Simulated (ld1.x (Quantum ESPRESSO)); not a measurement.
**Cutoff test, chlorine, TM**

* Element: Cl (Z = 17)
* Generator: ld1.x (Quantum ESPRESSO) 7.5
* Type: norm-conserving Troullier–Martins (Kleinman–Bylander form)
* Functional: PBE
* Relativity: scalar-relativistic
* Frozen core: [Ne]
* Valence charge: 7
* Reference configuration: 3s2 3p5
* Partial waves: 3p (bound): rc 1.28 bohr; 3s (bound): rc 0.84 bohr
* Local potential: the s channel
* Core correction: a·sin(br)/r model core, default radius (core density twice the valence density)

The pseudo-atom Hamiltonian at the reference potential is diagonalised in spherical Bessel functions j_l(qr) that vanish at 20 bohr, with q² up to the cutoff. All-electron valence levels (Ry): 3p -0.6317, 3s -1.5208.

**Question.** How do the lowest levels (Ry) of each channel move with the cutoff, and are there ghosts?

**Answer.**

```csv
cutoff (Ry),p #1,p #2,s #1,s #2,d #1,d #2,f #1,Σ f·Δε (mRy)
8,-0.5739,0.0353,-0.9062,0.0013,0.0749,0.1678,0.1192,1514.8
15,-0.6298,0.0340,-1.1736,-0.0091,0.0749,0.1676,0.1192,700.8
25,-0.6306,0.0340,-1.3030,-0.0142,0.0748,0.1676,0.1192,437.9
35,-0.6313,0.0340,-1.3120,-0.0146,0.0748,0.1675,0.1192,416.2
50,-0.6314,0.0340,-1.3358,-0.0155,0.0748,0.1673,0.1192,368.4
70,-0.6316,0.0340,-1.4022,-0.0183,0.0748,0.1673,0.1192,234.4
100,-0.6317,0.0340,-1.4790,-0.0222,0.0748,0.1673,0.1192,80.3
140,-0.6317,0.0340,-1.5077,-0.0249,0.0748,0.1673,0.1192,22.8
180,-0.6317,0.0340,-1.5100,-0.0256,0.0748,0.1673,0.1192,18.1
260,-0.6317,0.0340,-1.5150,-0.0263,0.0748,0.1673,0.1192,8.2
400,-0.6318,0.0340,-1.5191,-0.0266,0.0748,0.1673,0.1192,0.0
```

Result: no extra level below or beside the all-electron valence levels (p, s, d, f tested); 10 mRy is reached at 260 Ry and 1 mRy at over 300 Ry.

Its largest configuration-test error is +433 meV.
